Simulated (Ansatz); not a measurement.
Species: C2H8GeO, charge 0, multiplicity 1. SMILES: CC[O][GeH3]
Coordinates optimised at B3LYP-D3(BJ)/def2-TZVP (Ansatz, a program for electronic structure):
```xyz
12

C      2.8889    -0.1220     0.0285
C      1.5041    -0.0035    -0.5744
O      0.5411    -0.0702     0.4702
Ge    -1.1939     0.0443     0.0486
H      2.9927    -1.0698     0.5583
H      3.0651     0.6882     0.7374
H      3.6512    -0.0739    -0.7523
H      1.4112     0.9457    -1.1198
H      1.3388    -0.8127    -1.2989
H     -1.9285    -0.0620     1.3888
H     -1.4550     1.3955    -0.6493
H     -1.5584    -1.1130    -0.9047
```
Charge 0, spin multiplicity 1.

Quantity: vertical ionisation energy (to the doublet state of charge +1; each state is the SCF solution reached for its spin), in eV. Valence correlation only, unless marked. Open shells are spin-unrestricted. No spin-orbit coupling. Frozen are the shells of the preceding noble gas and the d and f shells that filled before the atom's block. No relativistic terms. CBS(X,Y): correlation extrapolated as X^-3; Hartree-Fock from the larger set. The bracket is a focal-point correction in the basis named.

RI-MP2/CBS(aug-cc-pVTZ,aug-cc-pVQZ)+[CCSD(T)-MP2]/aug-cc-pVTZ (Ansatz) gives 10.24 eV.

Task: Another calculation gave 9.81 eV. Which level was it?
A. SVWN5/def2-TZVPD (Ansatz)
B. B2PLYP/def2-TZVPD (Ansatz)
C. B3LYP/def2-TZVPD (Ansatz)

Result: C, B3LYP/def2-TZVPD (Ansatz). The others give 9.99 (B2PLYP), 9.59 (SVWN5) eV.
